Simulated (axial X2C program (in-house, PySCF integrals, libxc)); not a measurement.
**Outer orbitals of YF at 1.923 Å, PBE0**

Computed with an in-house all-electron X2C program for linear molecules (integrals from PySCF). Spin-free means the one-electron spin-free X2C Hamiltonian; two-component (2c) means X2C with spin–orbit coupling and atomic mean-field two-electron Coulomb and Gaunt terms, so the difference of the two also holds small scalar two-electron terms. Basis: Y dyall-cv3z [11s12p9d6f3g], F dyall-av3z [7s6p3d2f] (cores contracted in-house); Gaussian nuclei, density fitting, unrestricted open shells. Masses: Y 88.906 u, F 18.998 u.

The distance is close to the 2c PBE0 minimum; the highest filled and lowest empty levels are listed.

Spin-free orbitals, state M_S = 0, Λ = 0 (closed shell) (Löwdin shares):

```json
{"symmetry": "σα", "occupied": "yes", "ε (eV)": "-33.53", "atomic character": "47% F s, 42% Y p, 3% Y d"}
{"symmetry": "π-α", "occupied": "yes", "ε (eV)": "-31.06", "atomic character": "99% Y p"}
{"symmetry": "π+α", "occupied": "yes", "ε (eV)": "-31.06", "atomic character": "99% Y p"}
{"symmetry": "σα", "occupied": "yes", "ε (eV)": "-29.24", "atomic character": "55% Y p, 34% F s, 3% Y d"}
{"symmetry": "σα", "occupied": "yes", "ε (eV)": "-11.93", "atomic character": "85% F p, 9% Y d, 3% Y p"}
{"symmetry": "π-α", "occupied": "yes", "ε (eV)": "-11.67", "atomic character": "86% F p, 7% Y d, 3% Y f"}
{"symmetry": "π+α", "occupied": "yes", "ε (eV)": "-11.67", "atomic character": "86% F p, 7% Y d, 3% Y f"}
{"symmetry": "σα", "occupied": "yes", "ε (eV)": "-4.79", "atomic character": "74% Y s, 10% Y d, 6% F p"}
{"symmetry": "δ-α", "occupied": "no", "ε (eV)": "-2.00", "atomic character": "99% Y d"}
{"symmetry": "δ+α", "occupied": "no", "ε (eV)": "-2.00", "atomic character": "99% Y d"}
{"symmetry": "π-α", "occupied": "no", "ε (eV)": "-1.60", "atomic character": "51% Y d, 44% Y p, 3% F p"}
{"symmetry": "π+α", "occupied": "no", "ε (eV)": "-1.60", "atomic character": "51% Y d, 44% Y p, 3% F p"}
```

One partner of each degenerate Kramers or spin pair is listed.

Spinors with spin–orbit coupling (state Ω = 0):

```csv
ω,occupied,ε (eV),atomic character,λ mixture
1/2,yes,-33.61,"46% Y p, 44% F s, 3% Y d","96% σ, 4% π"
1/2,yes,-31.57,"91% Y p, 7% F s","91% π, 9% σ"
3/2,yes,-30.56,99% Y p,100% π
1/2,yes,-29.11,"59% Y p, 30% F s, 3% Y d","95% σ, 5% π"
1/2,yes,-11.93,"85% F p, 9% Y d, 3% Y p",100% σ
1/2,yes,-11.69,"86% F p, 7% Y d, 3% Y f",100% π
3/2,yes,-11.65,"86% F p, 7% Y d, 3% Y f",100% π
1/2,yes,-4.79,"73% Y s, 10% Y d, 6% F p",100% σ
3/2,no,-2.03,99% Y d,100% δ
5/2,no,-1.97,99% Y d,100% δ
1/2,no,-1.62,"51% Y d, 45% Y p, 3% F p","99% π, 1% σ"
3/2,no,-1.57,"52% Y d, 44% Y p, 3% F p",100% π
```

One partner of each degenerate Kramers or spin pair is listed.

Mulliken charges and populations of the two-component result (they depend on the basis, above all on diffuse functions):

Y 0.71 e (s 9.70 p 18.04 d 10.51 f 0.03 g 0.01), F -0.71 e (s 4.04 p 5.64 d 0.02).

The state is a single determinant with fixed occupations, the lowest that a limited PBE0 search found.
